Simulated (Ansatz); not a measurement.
`F[SiH2]O[SiH3]` + `[NH2][AlH2]` → `[AlH2][NH][SiH2]O[SiH3]` + H–F  (ligand exchange at the Si–F bond)

Program: Ansatz. Geometries: PBE0-D4/def2-TZVP. ΔE: electronic, gas phase. CCSD(T)/CBS adds triple-zeta CCSD(T) − MP2 to the extrapolated MP2 energy (def2 sets, frozen cores). This one scheme is used for every species. Functionals use def2-TZVPP. One conformer a species, not always the lowest.

```tsv
level	ΔE (kcal/mol)
r2SCAN	20.7
CAM-B3LYP	22.5
CCSD(T)/def2-SVP	18.3
MP2/CBS(def2)	18.2
```

Task: What does CCSD(T)/CBS give? (Estimate.)

Result: Computed: +18.6 kcal/mol. The listed levels differ from it by 2.1, 3.9, -0.3, -0.4 kcal/mol.

Largest T1 diagnostic among the species: 0.012.

The D4 term adds −2.7 kcal/mol with B3LYP and −1.6 kcal/mol with PBE0; it sums over pairs of atoms, weighted by their polarisabilities, and B3LYP, whose exchange is more repulsive, gets the larger term. Leaving LDA and LC-ωPBE aside and taking each functional with its dispersion term where it has one, the values, not all of them listed here, spread over 4.2 kcal/mol, from revPBE-D4 to B2PLYP. LDA lies −1.6 kcal/mol from PBE without D4.

B3LYP here is the variant with VWN-RPA as its local correlation; programs differ in this.
